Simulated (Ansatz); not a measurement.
Consider the substitution at a C–Si bond: `CC[SiH2][SiH3]` + `B[SeH]` → `B[Se]CC` + `[SiH3][SiH3]`.

Computed with Ansatz on PBE0-D4/def2-TZVP structures; ΔE is electronic, products minus reactants. CCSD(T)/CBS is the MP2 limit (def2-TZVPP, def2-QZVPP) plus CCSD(T) − MP2 in def2-TZVPP, frozen cores. Functionals use def2-TZVPP. For Se outer-core shells are correlated without core-valence functions, which leaves a few kJ/mol of doubt a bond. Scalar relativity is left out up to krypton. One conformer a species, not always the lowest.

`CC[SiH2][SiH3]`:

Z-matrix (Å, degrees):
```
C
C 1 1.525
H 1 1.093 2 111.4
H 1 1.093 2 111.6 3 -119.8
H 1 1.093 2 111.5 3 120.1
Si 2 1.883 1 113.7 3 58.5
H 2 1.095 1 110.5 3 -179.7
H 2 1.095 1 110.4 3 -62.6
Si 6 2.342 2 111.8 1 59.9
H 6 1.492 2 109.8 1 -60.7
H 6 1.491 2 110.3 1 -179.1
H 9 1.490 6 110.4 2 57.9
H 9 1.489 6 111.2 2 -61.8
H 9 1.488 6 110.8 2 177.9
```

`B[SeH]`:

Cartesian coordinates in Å:
```
B 0.405 0.429 -0.243
Se -0.034 -1.147 0.722
H -0.443 1.106 -0.728
H 1.566 0.679 -0.323
H -1.494 -1.068 0.573
```

`B[Se]CC`:

```xyz
11

B    -1.421   -1.663    0.335
Se    0.228   -1.198    1.124
C     0.969    0.036   -0.212
C     0.421    1.439   -0.077
H    -1.724   -1.220   -0.731
H    -2.118   -2.410    0.948
H     2.049    0.008   -0.061
H     0.750   -0.396   -1.188
H     0.885    2.100   -0.815
H     0.619    1.850    0.916
H    -0.658    1.455   -0.238
```

`[SiH3][SiH3]`:

Z-matrix (Å, degrees):
```
Si
Si 1 2.338
H 1 1.488 2 110.3
H 1 1.488 2 110.3 3 120.0
H 1 1.488 2 110.3 3 -120.0
H 2 1.488 1 110.3 3 59.9
H 2 1.488 1 110.3 3 179.9
H 2 1.488 1 110.3 3 -60.1
```

| level | ΔE (kJ/mol) | difference from CCSD(T)/CBS |
| --- | --- | --- |
| PBE-D4 | 23.7 | 0.2 |
| PBE0-D4 | 26.5 | 3.0 |
| ωB97X-V | 25.9 | 2.4 |
| ωB97M-V | 27.7 | 4.2 |
| r2SCAN | 25.0 | 1.5 |
| PBE0 | 25.4 | 1.9 |
| HF/def2-TZVPP | 25.6 | 2.1 |
| SCS-MP2/def2-TZVPP | 20.2 | -3.3 |
| CCSD/def2-TZVPP | 23.9 | 0.4 |
| CCSD(T)/def2-TZVPP | 22.5 | -1.0 |
| HF/def2-QZVPP | 25.7 | 2.2 |
| MP2/def2-QZVPP | 21.6 | -1.9 |
| SCS-MP2/def2-QZVPP | 20.9 | -2.6 |
| HF/CBS(def2) | 25.8 | 2.3 |
| MP2/CBS(def2) | 22.0 | -1.5 |
| CCSD/CBS(def2) | 25.0 | 1.5 |
| CCSD(T)/CBS | 23.5 | 0 |

Largest T1 diagnostic among the species: 0.013.

In def2-TZVPP, CCSD(T) changes the Hartree–Fock value by −3.1 kJ/mol (the triples alone add −1.4 kJ/mol) and MP2 by −4.7 kJ/mol.
